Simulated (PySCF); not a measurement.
# Correlation energy of Kr⁺ (krypton, charge +1)

[Ar] 3d10 4s2 4p5, 2P determinant. All numbers are calculated (PySCF 2.14, a scalar-relativistic core potential, in cc-pVDZ-PP with ECP10MDF (4s3p2d, 23 functions)). Frozen: 3s2 3p6 3d10; 7 electrons correlated.

MP2 pair energies summed by pair of shells (mhartree):

```csv
pair,energy,share (%)
4p-4p,-63.62,68.3
4s-4p,-24.36,26.2
4s-4s,-5.15,5.5
```

Total MP2 correlation energy: -93.13 mhartree.

Same-spin part -23.96 and opposite-spin part -69.17 mhartree; SCS-MP2 scales them by 1/3 and 6/5 to -90.99 mhartree.

| level | correlation energy (mhartree) |
| --- | --- |
| CCSD | -106.83 |
| (T) | -0.86 |
| CCSD(T) | -107.69 |

Diagnostics: T1 = 0.0047, D1 = 0.0158, largest double amplitude 0.049.

Cost of the coupled-cluster step: 0.07 s of wall time on 1 thread of Neoverse-V2 (shared host), for 7 correlated electrons.
